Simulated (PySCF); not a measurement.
Finite-field polarisability of B (boron, neutral)

[He] 2s2 2p1, 2P determinant. All numbers are calculated (PySCF 2.14, scalar relativity by spin-free X2C-1e, in dyall-av3z (15s9p3d2f, 71 functions)). Frozen: 1s2. Energy changes in a uniform field (μhartree):

```
axis  F (au)        HF       MP2      CCSD   CCSD(T)
   x  0.0031   -98.281   -81.669   -88.467   -89.004
   x  0.0062  -393.175  -327.644  -354.095  -356.221
   y  0.0028  -100.303   -97.114   -96.283   -96.528
   y  0.0056  -401.971  -389.294  -386.086  -387.080
```

By symmetry the remaining axis equals x.

(1) Derive α along x at CCSD(T) from the two fields.

(2) And the mean polarisability at each level?

Results:

(1) With ΔE = −αF²/2 − γF⁴/24, α = −(16 ΔE(F) − ΔE(2F))/(6F²) = 18.52 bohr³.

(2) The components xx, yy, zz at CCSD(T) are 18.52, 24.60, 18.52, the third axis being equal by symmetry to one of the two computed. Means: HF 22.16, MP2 19.57, CCSD 20.45, CCSD(T) 20.55 bohr³. Reference: 20.5 ± 0.1 bohr³ (recommended; Schwerdtfeger and Nagle, table of static dipole polarizabilities (2023 update)).
